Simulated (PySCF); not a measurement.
A calculated (BP86, PySCF 2.14, jorge-DZP-DKH, scalar relativity by spin-free X2C-1e) atom or ion has these occupied shells.

```
shell  electrons  orbital energy (eV)  rms radius, mean of both spins (bohr)
 1s α          1              -5877.4                                 0.0735
 1s β          1              -5877.4                                 0.0735
 2s α          1              -666.19                                  0.318
 2s β          1              -664.74                                  0.318
 2p α          3              -559.81                                  0.288
 2p β          3              -558.70                                  0.288
 3s α          1              -74.043                                  0.972
 3s β          1              -69.792                                  0.972
 3p α          3              -45.557                                   1.05
 3p β          3              -41.330                                   1.05
 4s α          1               -4.231                                   3.58
 3d α          5               -2.982                                   1.62
```

Problem. Name the element and its charge.

Solution. Cr (chromium, neutral), in [Ar] 3d5 4s1, high-spin 7S determinant.
